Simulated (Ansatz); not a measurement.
Reaction: BH3 (borane, SMILES B) → BH3 (parent SMILES B, triplet)
Each species at its own B3LYP-D3(BJ)/def2-TZVP minimum (Ansatz, an electronic-structure program).

Total energies in hartree (Ansatz). UHF or UKS for unpaired electrons; spin-orbit terms are left out. Cores are frozen in correlated methods. No relativity. The spin of H3B (parent SMILES B, triplet) was assumed, and the state is the lowest solution found for it.

```csv
species,HF/cc-pVTZ,CCSD(T)/cc-pVTZ,HF/cc-pVQZ,CCSD(T)/cc-pVQZ,CCSDT(Q)/cc-pVQZ
"1: BH3 (borane, SMILES B)",-26.40015,-26.53772,-26.40208,-26.54506,-26.54551
"2: BH3 (parent SMILES B, triplet)",-26.26986,-26.39693,-26.27183,-26.40400,-26.40465
```

### Question
Work out the adiabatic triplet-singlet gap (electronic) in kJ/mol: take Hartree-Fock from cc-pVQZ, extrapolate the CCSD(T) correlation energy as X^-3 (X = 3, 4), and add CCSDT(Q) - CCSD(T) in cc-pVQZ. 1 hartree = 2625.5 kJ/mol.

### Answer

Species 1: correlation (64·(-0.14298) - 27·(-0.13757))/37 = -0.14693; step -0.00045; E1 = -26.40208 + (-0.14693) + (-0.00045) = -26.54946
Species 2: correlation (64·(-0.13217) - 27·(-0.12707))/37 = -0.13589; step -0.00065; E2 = -26.27183 + (-0.13589) + (-0.00065) = -26.40837
-1·E1 +1·E2 = 0.14109 hartree = 370.4 kJ/mol.
